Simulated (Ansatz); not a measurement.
One change: `FB(F)[SeH]` becomes `O=CB(F)F`.

Ansatz, PBE0-D4/def2-TZVP geometries, multiplicity 1. Each molecule was computed in one conformer, which needn't be the lowest.

Scalar relativity is left out up to krypton. Spin–orbit coupling is left out; it splits and shifts lone-pair levels of the heavy atoms by tenths of an eV.

```csv
property,`FB(F)[SeH]`
size of the dipole moment (PBE/def2-TZVPP) / D,1.07
HOMO–LUMO gap (PBE/def2-TZVPP) / eV,5.68
HOMO–LUMO gap (B3LYP/def2-TZVPP) / eV,7.22
size of the dipole moment (ωB97M-V/def2-TZVPP) / D,1.06
LUMO energy (B3LYP/def2-TZVPP) / eV,-0.40
size of the dipole moment (B3LYP/def2-TZVPP) / D,1.12
```

Question: Give the same properties after the change, and the shifts. (Estimate.)

Answer: The calculation gave: 
```json
{"property": "size of the dipole moment (PBE/def2-TZVPP) / D", "`O=CB(F)F`": "1.61", "shift": "0.54"}
{"property": "HOMO–LUMO gap (PBE/def2-TZVPP) / eV", "`O=CB(F)F`": "2.33", "shift": "-3.35"}
{"property": "HOMO–LUMO gap (B3LYP/def2-TZVPP) / eV", "`O=CB(F)F`": "4.59", "shift": "-2.63"}
{"property": "size of the dipole moment (ωB97M-V/def2-TZVPP) / D", "`O=CB(F)F`": "1.77", "shift": "0.71"}
{"property": "LUMO energy (B3LYP/def2-TZVPP) / eV", "`O=CB(F)F`": "-3.05", "shift": "-2.65"}
{"property": "size of the dipole moment (B3LYP/def2-TZVPP) / D", "`O=CB(F)F`": "1.75", "shift": "0.63"}
```

The zero-point energy changes by 26.6 kJ/mol with +3 modes. Dipoles are sizes alone; their direction can turn.

B3LYP here is the variant with VWN-RPA as its local correlation; programs differ in this.
